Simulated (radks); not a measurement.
Question: Valence configurations of neutral hafnium (all share [Xe]). Method: Dirac Kohn-Sham, PBE, spin-unpolarised, spherical densities, point nucleus; open shells are shared between the two j in proportion to 2j + 1; computed with a radial shooting solver on a logarithmic mesh with Libxc functionals. Order these by energy: 4f14 5d2.5 6s0.5 6p1; 4f13 5d3 6s2; 4f14 5d3 6s1; 4f14 5d2 6s1.5 6p0.5; 4f14 5d4; 4f12 5d2 6s2 6p2; 4f14 5d1 6s2 6p1; 4f14 5d2 6s2; 4f14 5d3.5 6s0.5; 4f14 5d2.5 6s1.5.

Answer: From the lowest, in eV above it: 4f14 5d2 6s2 0.000; 4f14 5d2.5 6s1.5 1.253; 4f14 5d2 6s1.5 6p0.5 1.871; 4f14 5d1 6s2 6p1 1.930; 4f14 5d3 6s1 2.589; 4f14 5d3.5 6s0.5 3.990; 4f14 5d2.5 6s0.5 6p1 4.914; 4f14 5d4 5.442; 4f13 5d3 6s2 17.389; 4f12 5d2 6s2 6p2 52.173. NIST lists [Xe] 4f14 5d2 6s2 as the ground configuration; this level of theory agrees among the configurations tried. The energies are those of spherical spin-averaged densities, not of single terms.
